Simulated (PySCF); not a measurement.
C$_{2}$HF$_{5}$, septet, at the geometry of the source list (a higher spin typed on purpose: for a closed-shell molecule this is an excited state); PySCF with MP2/pcseg-1.

PySCF was given this input:
```python
from pyscf import gto, scf, mp

mol = gto.Mole()
mol.atom = '''
    F     1.102200   -1.199300    0.674800
    C     0.779900   -0.121000   -0.054700
    F     1.418900    0.937000    0.466100
    C    -0.748200    0.111400    0.004700
    F    -1.192800    0.297900    1.238800
    F    -1.077500    1.181400   -0.720600
    F    -1.391400   -0.935900   -0.513700
    H     1.108800   -0.271500   -1.095500
'''
mol.basis = 'pcseg-1'
mol.charge = 0
mol.spin = 6
mol.verbose = 4
mol.build()

mf = scf.UHF(mol)
mf.kernel()

pt = mp.MP2(mf)
pt.kernel()
print('E(MP2) = %.10f' % pt.e_tot)
```

The log (banner, timings and long lists left out):

```
PySCF version 2.14.0

[INPUT] verbose = 4
[INPUT] num. atoms = 8
[INPUT] num. electrons = 58
[INPUT] charge = 0
[INPUT] spin (= nelec alpha-beta = 2S) = 6
[INPUT] symmetry False subgroup None
[INPUT] Mole.unit = angstrom
[INPUT] Symbol           X                Y                Z      unit          X                Y                Z       unit  Magmom
[INPUT]  1 F      1.102200000000  -1.199300000000   0.674800000000 AA    2.082856134496  -2.266348541191   1.275187188857 Bohr   0.0
[INPUT]  2 C      0.779900000000  -0.121000000000  -0.054700000000 AA    1.473797404548  -0.228656861072  -0.103368019014 Bohr   0.0
[INPUT]  3 F      1.418900000000   0.937000000000   0.466100000000 AA    2.681332398145   1.770673378717   0.880801346660 Bohr   0.0
[INPUT]  4 C     -0.748200000000   0.111400000000   0.004700000000 AA   -1.413893086400   0.210515490277   0.008881712785 Bohr   0.0
[INPUT]  5 F     -1.192800000000   0.297900000000   1.238800000000 AA   -2.254065321381   0.562949412508   2.340992723111 Bohr   0.0
[INPUT]  6 F     -1.077500000000   1.181400000000  -0.720600000000 AA   -2.036179899219   2.232522443561  -1.361736645362 Bohr   0.0
[INPUT]  7 F     -1.391400000000  -0.935900000000  -0.513700000000 AA   -2.629364929720  -1.768594679980  -0.970752310189 Bohr   0.0
[INPUT]  8 H      1.108800000000  -0.271500000000  -1.095500000000 AA    2.095328326918  -0.513060642819  -2.070194969461 Bohr   0.0

nuclear repulsion = 359.1601878709
number of shells = 23
number of NR pGTOs = 182
number of NR cGTOs = 103
basis = pcseg-1
ecp = {}

******** <class 'pyscf.scf.uhf.UHF'> ********
method = UHF
initial guess = minao
damping factor = 0
level_shift factor = 0
DIIS = <class 'pyscf.scf.diis.CDIIS'>
diis_start_cycle = 1
diis_space = 8
diis_damp = 0
SCF conv_tol = 1e-09
SCF conv_tol_grad = None
SCF max_cycles = 50
direct_scf = True
direct_scf_tol = 1e-13
number electrons alpha = 32  beta = 26
Set gradient conv threshold to 3.16228e-05
init E= -574.46500238508

cycle= 1 E= -571.587820463534  delta_E= 2.88  |g|= 0.785  |ddm|= 9.01

cycle= 2 E= -571.758191254338  delta_E= -0.17  |g|= 0.622  |ddm|= 3.29

cycle= 3 E= -571.913292231274  delta_E= -0.155  |g|= 0.157  |ddm|= 0.902

cycle= 4 E= -571.93163108696  delta_E= -0.0183  |g|= 0.0692  |ddm|= 0.358

cycle= 5 E= -571.942618137346  delta_E= -0.011  |g|= 0.0443  |ddm|= 0.405

cycle= 6 E= -571.947798521508  delta_E= -0.00518  |g|= 0.0376  |ddm|= 0.178

cycle= 7 E= -571.953550027775  delta_E= -0.00575  |g|= 0.0369  |ddm|= 0.182

cycle= 8 E= -571.958795469159  delta_E= -0.00525  |g|= 0.0321  |ddm|= 0.188

cycle= 9 E= -571.964645254058  delta_E= -0.00585  |g|= 0.0259  |ddm|= 0.293

cycle= 10 E= -571.968707509639  delta_E= -0.00406  |g|= 0.0183  |ddm|= 0.339

cycle= 11 E= -571.969047011363  delta_E= -0.00034  |g|= 0.0275  |ddm|= 0.129

cycle= 12 E= -571.971925678014  delta_E= -0.00288  |g|= 0.0133  |ddm|= 0.491

cycle= 13 E= -571.97222567659  delta_E= -0.0003  |g|= 0.00789  |ddm|= 0.0804

cycle= 14 E= -571.972430806084  delta_E= -0.000205  |g|= 0.00697  |ddm|= 0.094

cycle= 15 E= -571.972544309963  delta_E= -0.000114  |g|= 0.00937  |ddm|= 0.0702

cycle= 16 E= -571.972708553768  delta_E= -0.000164  |g|= 0.00448  |ddm|= 0.0961

cycle= 17 E= -571.972765872947  delta_E= -5.73e-05  |g|= 0.00532  |ddm|= 0.0183

cycle= 18 E= -571.972708869062  delta_E= 5.7e-05  |g|= 0.00455  |ddm|= 0.0229

cycle= 19 E= -571.972652702126  delta_E= 5.62e-05  |g|= 0.00308  |ddm|= 0.0242

cycle= 20 E= -571.972686437977  delta_E= -3.37e-05  |g|= 0.00186  |ddm|= 0.0706

cycle= 21 E= -571.972694797638  delta_E= -8.36e-06  |g|= 0.000867  |ddm|= 0.0334

cycle= 22 E= -571.972697247078  delta_E= -2.45e-06  |g|= 0.00049  |ddm|= 0.0148

cycle= 23 E= -571.972698347271  delta_E= -1.1e-06  |g|= 0.000289  |ddm|= 0.0092

cycle= 24 E= -571.972698761732  delta_E= -4.14e-07  |g|= 0.000218  |ddm|= 0.00448

cycle= 25 E= -571.972699043692  delta_E= -2.82e-07  |g|= 0.000153  |ddm|= 0.00455

cycle= 26 E= -571.972699165743  delta_E= -1.22e-07  |g|= 0.000142  |ddm|= 0.00249

cycle= 27 E= -571.972699238725  delta_E= -7.3e-08  |g|= 0.000135  |ddm|= 0.000572

cycle= 28 E= -571.972699344345  delta_E= -1.06e-07  |g|= 0.000135  |ddm|= 0.000655

cycle= 29 E= -571.972699363989  delta_E= -1.96e-08  |g|= 0.000135  |ddm|= 0.000129

cycle= 30 E= -571.972699300516  delta_E= 6.35e-08  |g|= 0.000133  |ddm|= 0.000346

cycle= 31 E= -571.972699185158  delta_E= 1.15e-07  |g|= 0.00013  |ddm|= 0.00076

cycle= 32 E= -571.972699018281  delta_E= 1.67e-07  |g|= 0.000127  |ddm|= 0.000947

cycle= 33 E= -571.972698691049  delta_E= 3.27e-07  |g|= 0.000118  |ddm|= 0.00187

cycle= 34 E= -571.972697966432  delta_E= 7.25e-07  |g|= 0.000112  |ddm|= 0.00495

cycle= 35 E= -571.972697895264  delta_E= 7.12e-08  |g|= 9.94e-05  |ddm|= 0.000821

cycle= 36 E= -571.972697581167  delta_E= 3.14e-07  |g|= 0.00011  |ddm|= 0.00331

cycle= 37 E= -571.972697575081  delta_E= 6.09e-09  |g|= 0.000105  |ddm|= 0.000244

cycle= 38 E= -571.972697668991  delta_E= -9.39e-08  |g|= 0.000109  |ddm|= 0.00102

cycle= 39 E= -571.972697544401  delta_E= 1.25e-07  |g|= 9.14e-05  |ddm|= 0.00124

cycle= 40 E= -571.972697212606  delta_E= 3.32e-07  |g|= 4.96e-05  |ddm|= 0.00557

cycle= 41 E= -571.97269716992  delta_E= 4.27e-08  |g|= 3.93e-05  |ddm|= 0.00251

cycle= 42 E= -571.972697171155  delta_E= -1.24e-09  |g|= 2.4e-05  |ddm|= 0.00108

cycle= 43 E= -571.972697172617  delta_E= -1.46e-09  |g|= 1.57e-05  |ddm|= 0.000331

cycle= 44 E= -571.972697173091  delta_E= -4.74e-10  |g|= 1.17e-05  |ddm|= 0.000222

Extra cycle  E= -571.972697173439  delta_E= -3.48e-10  |g|= 1.05e-05  |ddm|= 4.55e-05
converged SCF energy = -571.972697173439  <S^2> = 12.045774  2S+1 = 7.0130662

******** <class 'pyscf.mp.ump2.UMP2'> ********
nocc = (np.int64(32), np.int64(26)), nmo = (103, 103)
E(UMP2) = -573.196116733083  E_corr = -1.22341955964337
E(SCS-UMP2) = -573.114546655352  E_corr = -1.14184948191241
E_corr(same-spin) = -0.376446911145721
E_corr(oppo-spin) = -0.846972648497644
E(MP2) = -573.1961167331
```
